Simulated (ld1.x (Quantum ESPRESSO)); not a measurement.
## Ranking TM potentials for platinum (Pt)

All share these settings but for the change named:

```json
{
 "Element": "platinum (Pt)",
 "Generator": "ld1.x (Quantum ESPRESSO) 7.5",
 "Type": "norm-conserving Troullier–Martins (Kleinman–Bylander form)",
 "Functional": "LDA (PZ)",
 "Relativity": "fully relativistic",
 "Frozen core": "[Kr] 4d10 4f14 5s2",
 "Valence charge": "16",
 "Reference configuration": "5p6 5d10 6s0 6p0",
 "Partial waves": "5p (bound): rc 1.35 bohr; 5d (bound): rc 2.05 bohr; 5f channel at -0.1 Ry: rc 2.35 bohr; 6s (bound, empty): rc 2.25 bohr",
 "Local potential": "the s channel",
 "Core correction": "a·sin(br)/r model core, default radius (core density twice the valence density)"
}
```

Open shells are filled in proportion to 2j + 1 (rel_dist='average').

Cutoff: the first of the cutoffs (Ry, on a coarse ladder) from which the occupation-weighted sum of valence levels, in a spherical-Bessel basis at the reference potential, stays within 10 and 1 mRy of its value at 400 Ry; the density cutoff is not measured.

The base gives 100 Ry.

Of 7 variants that were run, those that failed, showed a ghost or another fault, or gave nearly equal values are left out.

A variant can come out equal or close to the base.

(1) Rank these variants from softest to hardest (loose cutoff).
A. wave 5p (bound): rc 1.35 bohr becomes 5p (bound): rc 1.84 bohr
B. all radii but the core radius scaled by about 0.83 (s 1.86, p 1.12, d 1.70, f 1.96 bohr)
C. wave 5d (bound): rc 2.05 bohr becomes 5d (bound): rc 1.78 bohr

Answers

(1) A (45 Ry), C (100 Ry), B (140 Ry).
